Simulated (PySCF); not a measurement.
## The third ionisation energy along group 14

All values are computed (PySCF 2.14, energy differences of UHF-based or UKS calculations, no spin-orbit coupling). Values in eV. The last column holds reference values (NIST; (s) semi-empirical, (t) theoretical, else measured). Unmarked ones compare directly (S terms, centres of terms, or small fine structure); those marked * lie between the lowest fine-structure levels and include a spin-orbit shift.

| element | configurations | UHF | LDA | PBE | PBE0 | MP2 (valence) | CCSD(T) (valence) | reference |
| --- | --- | --- | --- | --- | --- | --- | --- | --- |
| C (aug-cc-pVQZ with one added diffuse shell each of s, p, d, f, g type, non-relativistic) | [He] 2s2 → [He] 2s1 | 45.779 | 46.944 | 47.100 | 47.037 | 47.023 | n/a | 47.888 |
| Si (aug-cc-pV(Q+d)Z with one added diffuse shell each of s, p, d, f, g type, non-relativistic) | [Ne] 3s2 → [Ne] 3s1 | 31.957 | 33.534 | 33.392 | 33.251 | 32.863 | 33.196 | 33.493 |
| Ge (aug-cc-pVQZ-PP with one added diffuse shell each of s, p, d, f, g type with ECP10MDF, ECP) | [Ar] 3d10 4s2 → [Ar] 3d10 4s1 | 32.191 | 34.758 | 34.294 | 33.952 | 33.012 | 33.292 | 34.058 |
| Sn (aug-cc-pVQZ-PP with one added diffuse shell each of s, p, d, f, g type with ECP28MDF, ECP) | [Kr] 4d10 5s2 → [Kr] 4d10 5s1 | 28.535 | 31.279 | 30.791 | 30.421 | 29.245 | 29.484 | 30.506 |
| Pb (aug-cc-pVQZ-PP with one added diffuse shell each of s, p, d, f, g type with ECP60MDF, ECP) | [Xe] 4f14 5d10 6s2 → [Xe] 4f14 5d10 6s1 | 29.766 | 32.606 | 32.100 | 31.752 | 30.359 | 30.532 | 31.937 |

**Question.** Which of these methods has the smallest mean absolute error against the measured values here?

**Answer.** PBE0, with 0.294 eV.

```tsv
method	elements	mean error (eV)	mean absolute error (eV)	largest error (eV)
UHF	5	-1.931	1.931	-2.172
LDA	5	0.248	0.625	-0.943
PBE	5	-0.041	0.315	-0.788
PBE0	5	-0.294	0.294	-0.850
MP2 (valence)	5	-1.076	1.076	-1.579
CCSD(T) (valence)	4	-0.872	0.872	-1.405
```

Errors include the incompleteness of the basis and the frozen core.

"Valence" correlates the outer s and p shells and, in groups 3 to 12 and the f block, the outer d or f shell, open or full, or the next shell where the ion has no valence electron left; the wider scheme adds the next inner shell.
